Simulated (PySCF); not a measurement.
**Ionisation energy of Tl³⁺ by level of theory**

Tl³⁺ [Xe] 4f14 5d10 → Tl⁴⁺ [Xe] 4f14 5d9 [5d3/2^4 5d5/2^5, M_J = 5/2], as a difference of total energies. All numbers are calculated (PySCF 2.14, the two-component X2C-1e Hamiltonian, in x2c-QZVPPall-2c). Correlated levels: [Kr] 4d10 4f14 frozen; the 48 highest virtual spinors dropped. "Screened" scales the spin-orbit matrix elements by Boettger's factors to mimic the two-electron term; Breit and QED terms are absent.

```tsv
method	ionisation energy (eV)
GHF (spin-free)	50.139
GMP2 (spin-free)	51.481
GHF (screened spin-orbit)	49.173
GMP2 (screened spin-orbit)	50.490
```

How much does correlation contribute at GMP2 (screened spin-orbit)?

50.490 − (49.173) = 1.317 eV, measured against GHF (screened spin-orbit).

The spin-free rows lack the spin-orbit shift.

For comparison: 51.14 ± 0.04 eV (measured; NIST Atomic Spectra Database, ionization energies).
